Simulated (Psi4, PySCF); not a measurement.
The Psi4 input:
```
memory 2 GB

molecule {
-1 2
C    -0.00000000   -0.00000000    0.00000000
H    -0.70640000   -0.28200000   -0.76870000
H     0.11510000    1.07520000    0.00700000
H    -0.36470000   -0.32970000    0.96310000
H     0.95600000   -0.46350000   -0.20140000
}

set {
  basis cc-pvdz
  reference uks
  scf_type pk
  puream true
  d_convergence 1e-8
  dft_radial_points 99
  dft_spherical_points 590
}

energy('r2scan')
print_variables()
```

### Question
Write the same job for PySCF.

### Answer
This is not unique; one that fits is 
```python
from pyscf import gto, scf, dft

mol = gto.M(
    atom='''
C    -0.00000000   -0.00000000    0.00000000
H    -0.70640000   -0.28200000   -0.76870000
H     0.11510000    1.07520000    0.00700000
H    -0.36470000   -0.32970000    0.96310000
H     0.95600000   -0.46350000   -0.20140000
''',
    basis='cc-pvdz',
    charge=-1,
    spin=1,
    verbose=4,
)

mf = dft.UKS(mol)
mf.xc = 'r2scan'
mf.grids.atom_grid = (99, 590)
mf.grids.prune = None
mf.kernel()
```

Both were run: Psi4 gave -40.327720 Eh and PySCF -40.327719 Eh, 0.000 mEh apart.
